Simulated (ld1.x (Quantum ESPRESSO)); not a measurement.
## What one change does to a pseudopotential (gallium, TM)

```json
{
 "Element": "Ga",
 "Generator": "ld1.x (Quantum ESPRESSO) 7.5",
 "Type": "norm-conserving Troullier–Martins (Kleinman–Bylander form)",
 "Functional": "PBE",
 "Relativity": "scalar-relativistic",
 "Frozen core": "[Ar] 3d10",
 "Valence charge": "3",
 "Reference configuration": "4s2 4p1",
 "Partial waves": "4s (bound): rc 1.80 bohr; 4p (bound): rc 2.25 bohr",
 "Local potential": "all-electron potential smoothed inside 2.20 bohr (lloc = -1)",
 "Core correction": "a·sin(br)/r model core, default radius (core density twice the valence density)"
}
```

Change: core correction a·sin(br)/r model core inside 2.12 bohr.

Cutoffs: the cutoffs (Ry, on a coarse ladder) from which the occupation-weighted sum of valence levels, in a spherical-Bessel basis at the reference potential, stays within 10 and 1 mRy of its value at 400 Ry; they do not see the model core or the augmentation charge, which bear on the density cutoff. Errors are all-electron minus pseudo energies relative to the spin-unpolarised reference configuration.

Q: How do hardness, ghosts and transferability respond?

A: The potential gets neither clearly harder nor softer (15 Ry and 35 Ry → 15 Ry and 35 Ry); of the 7 tests that both files solve, the error grows in 0 and shrinks in 2 by more than 15 % and 0.3 meV (median size 17.0 → 13.3 meV); neither file shows a bound ghost. The default core radius of the base comes out at 1.55 bohr. A wider model core is smoother and lowers the density cutoff, which this test does not measure.

```csv
quantity,base,changed
"cutoff, loose",15 Ry,15 Ry
"cutoff, tight",35 Ry,35 Ry
bound ghosts,none,none
"error for 4s2 4p0, meV [ΔE 5.69 eV]",-12,-13
"error for 4s1 4p0, meV [ΔE 26.82 eV]",-174,-162
"error for 4s2 4p0.5, meV [ΔE 2.03 eV]",-1.8,-2.0
"error for 4s1 4p2, meV [ΔE 6.54 eV]",-17,-8.6
"error for 4s2 4p1.3, meV [ΔE -0.53 eV]",-0.1,-0.1
"error for 4s1 4p1, meV [ΔE 13.06 eV]",-47,-41
"error for 4s0 4p3, meV [ΔE 13.37 eV]",-65,-26
s: phases at 2.45 bohr within 0.05 rad from the reference energy up to (Ry; the scan ends near 5),2.6,2.6
p: phases at 2.45 bohr within 0.05 rad from the reference energy up to (Ry; the scan ends near 5),3.3,3.3
```
